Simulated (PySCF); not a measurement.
Work out the structure from these simulated measurements.

Formula: C6H4BrN3.

| Quantity | Value |
| --- | --- |
| 13C NMR | chemical shifts (computed TMS as zero) by class: 149.5 (1 C), 144.4 (1 C), 142.9 (1 C), 136.4 (1 C), 120.0 (1 C), 112.4 (1 C) ppm [GIAO PBE0/pcSseg-1] |
| Rotational structure | rotational constants A, B, C: 2.280, 0.641, 0.500 GHz [PBE0-D3(BJ)/def2-SVP] |
| Triplet | lowest triplet excitation (Tamm–Dancoff): 3.10 eV [TDA PBE0/def2-SVPD] |
| NMR, other nuclei | isotropic shieldings of nuclei other than C and H, by class: -77 (1 N), -27 (1 N), 26 (1 N), 2263 (1 Br) ppm [GIAO PBE0/pcSseg-1] |
| UV, first state | lowest singlet excitation: 4.22 eV (294 nm, f = 0.058) [TDDFT PBE0/def2-SVPD] |
| 1H NMR | chemical shifts (computed TMS as zero) by class: 9.19 (1 H), 8.25 (1 H), 7.97 (1 H), 7.84 (1 H) ppm [GIAO PBE0/pcSseg-1] |

Gas-phase values; electronic properties from PySCF, density fitting. Levels stand in brackets. Geometry: PBE0-D3(BJ)/def2-SVP; no solvent, vibrations or thermal averaging. Relativistic effects, spin–orbit coupling among them, are left out although an element past zinc is present. Each NMR value is the plain mean over a class of atoms that symmetry, rotation or inversion makes alike.

Problem. Propose a structure and show how it fits.

Solution. Numbering: `[Br:1][c:2]1[cH:3][n:4][c:5]2[cH:6][n:7][cH:8][cH:9][n:10]12`. Its formula, C6H4BrN3, gives 6 degrees of unsaturation: 2 rings and 4 π bonds in the structure found (Kekulé form). 6 carbons fall into 6 classes; from least to most shielded: aromatic CH next to a ring nitrogen [C6] (149.5 ppm), ring-fusion aromatic carbon [C5] (144.4 ppm), aromatic CH next to a ring nitrogen [C3] (142.9 ppm), aromatic CH next to a ring nitrogen [C8] (136.4 ppm), aromatic CH next to a ring nitrogen [C9] (120.0 ppm), aromatic C–Br carbon [C2] (112.4 ppm). Hydrogen classes from least to most shielded: 1 H on an aromatic CH next to a ring nitrogen, C6 (9.19 ppm), 1 H on an aromatic CH next to a ring nitrogen, C8 (8.25 ppm), 1 H on an aromatic CH next to a ring nitrogen, C9 (7.97 ppm), 1 H on an aromatic CH next to a ring nitrogen, C3 (7.84 ppm). The other shieldings belong to: -77 ppm, pyridine-type nitrogen [N7]; -27 ppm, pyridine-type nitrogen [N4]; 26 ppm, pyrrole-type nitrogen [N10]; 2263 ppm, aryl bromine [Br1]. S1 is mainly HOMO→LUMO (weight 0.91); the largest Löwdin shares of the orbital it empties are 0.20 on the aromatic C–Br carbon, 0.17 on the aryl bromine, 0.13 on a pyridine-type nitrogen and 0.10 on an aromatic CH next to a ring nitrogen, of the orbital it fills 0.23 on an aromatic CH next to a ring nitrogen, 0.18 on a pyridine-type nitrogen, 0.15 on an aromatic CH next to a ring nitrogen and 0.11 on the pyrrole-type nitrogen. The optimised geometry has point group Cs and is an asymmetric top. Structure: `Brc1cnc2cnccn12`. The assignments are read from this structure; whether some other isomer fits the data as well wasn't checked. NMR values of atoms bound to Br lack the spin–orbit term that these neighbours bring.
